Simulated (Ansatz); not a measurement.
Cost and result for the atomization energy of C$_{2}$H$_{5}$AlClF, SMILES `C[CH2][Al]([F])[Cl]` (10 atoms, 9 bonds).

Cartesian coordinates in Å:
```
C 0.905 0.155 -0.962
C 0.204 -0.655 0.128
Al -1.222 0.254 1.074
F -2.027 -0.488 2.303
Cl -1.829 2.200 0.613
H 1.689 -0.428 -1.452
H 0.207 0.481 -1.737
H 1.372 1.057 -0.559
H -0.223 -1.576 -0.287
H 0.924 -0.999 0.881
```

Total charge 0; spin multiplicity 1. The structure was optimised at the PBE0-D4/def2-TZVP level. It is one conformer, not always the lowest. Program: Ansatz. All runs use 4 threads of an AMD EPYC 9R45 on a shared host. Times are those of one run each, without the atoms' runs, and a repeat can differ threefold. Electronic energies, without spin–orbit coupling; frozen cores. CCSD(T)/CBS adds CCSD(T) − MP2 in def2-TZVPP to the MP2 limit, and its time is that of the two runs behind it. T1 = 0.010. B3LYP takes the VWN-RPA correlation (the form of Gaussian; ORCA's B3LYP/G).

CCSD(T)/CBS is a level of theory with its own doubt, some kJ/mol a heavy atom from the limit and from the frozen cores, so smaller differences don't rank the functionals.

| level | functions | wall time |
| --- | --- | --- |
| LDA (SPW92)/def2-TZVPP | 247 | 0.55 s |
| revPBE-D4/def2-TZVPP | 247 | 0.8 s |
| BLYP-D4/def2-TZVPP | 247 | 0.85 s |
| PBE-D4/def2-TZVPP (with forces) | 247 | 1 s |
| PBE0-D4/def2-TZVPP | 247 | 1.2 s |
| BHLYP-D4/def2-TZVPP | 247 | 1.2 s |
| CCSD(T)/def2-SVP | 103 | 1.5 s |
| B3LYP-D4/def2-TZVPP (with forces) | 247 | 1.8 s |
| r2SCANh-D4/def2-TZVPP | 247 | 1.9 s |
| B2PLYP/def2-TZVPP | 247 | 1.9 s |
| MP2/def2-QZVPP | 461 | 7 s |
| CCSD(T)/def2-TZVPP | 247 | 37 s |
| CCSD(T)/CBS(def2) | – | 44 s |

Q: What atomization energy does each give, and how far from CCSD(T)/CBS? (Best estimate.)

A: The calculation gave: 
```json
{"level": "LDA (SPW92)/def2-TZVPP", "atomization (kcal/mol)": "1029.4", "difference from CCSD(T)/CBS": "111.4", "per bond": "12.4"}
{"level": "revPBE-D4/def2-TZVPP", "atomization (kcal/mol)": "905.0", "difference from CCSD(T)/CBS": "-13.0", "per bond": "-1.4"}
{"level": "BLYP-D4/def2-TZVPP", "atomization (kcal/mol)": "906.9", "difference from CCSD(T)/CBS": "-11.1", "per bond": "-1.2"}
{"level": "PBE-D4/def2-TZVPP (with forces)", "atomization (kcal/mol)": "926.2", "difference from CCSD(T)/CBS": "8.2", "per bond": "0.9"}
{"level": "PBE0-D4/def2-TZVPP", "atomization (kcal/mol)": "914.9", "difference from CCSD(T)/CBS": "-3.1", "per bond": "-0.3"}
{"level": "BHLYP-D4/def2-TZVPP", "atomization (kcal/mol)": "891.3", "difference from CCSD(T)/CBS": "-26.7", "per bond": "-3.0"}
{"level": "CCSD(T)/def2-SVP", "atomization (kcal/mol)": "872.9", "difference from CCSD(T)/CBS": "-45.1", "per bond": "-5.0"}
{"level": "B3LYP-D4/def2-TZVPP (with forces)", "atomization (kcal/mol)": "911.1", "difference from CCSD(T)/CBS": "-6.9", "per bond": "-0.8"}
{"level": "r2SCANh-D4/def2-TZVPP", "atomization (kcal/mol)": "915.0", "difference from CCSD(T)/CBS": "-3.0", "per bond": "-0.3"}
{"level": "B2PLYP/def2-TZVPP", "atomization (kcal/mol)": "905.9", "difference from CCSD(T)/CBS": "-12.1", "per bond": "-1.3"}
{"level": "MP2/def2-QZVPP", "atomization (kcal/mol)": "927.8", "difference from CCSD(T)/CBS": "9.8", "per bond": "1.1"}
{"level": "CCSD(T)/def2-TZVPP", "atomization (kcal/mol)": "895.4", "difference from CCSD(T)/CBS": "-22.6", "per bond": "-2.5"}
{"level": "CCSD(T)/CBS(def2)", "atomization (kcal/mol)": "918.0", "difference from CCSD(T)/CBS": "0.0", "per bond": "0.0"}
```

From r2SCAN to r2SCAN0 (25 % exact exchange), in def2-TZVPP and without D4, the atomization energy moves by −11.8 kcal/mol: exact exchange takes away binding that semilocal exchange gives to molecules. At CCSD(T), def2-SVP lies −45.1 kcal/mol from the extrapolated value and def2-TZVPP −22.6 kcal/mol: correlation converges slowly with the basis, and small sets miss more of it in the bonded molecule than in its fragments. Leaving LDA and LC-ωPBE aside and taking each functional with its dispersion term where it has one, the values spread over 34.9 kcal/mol, from BHLYP-D4 to PBE-D4. LDA lies +107.7 kcal/mol from PBE without D4, its usual overbinding.
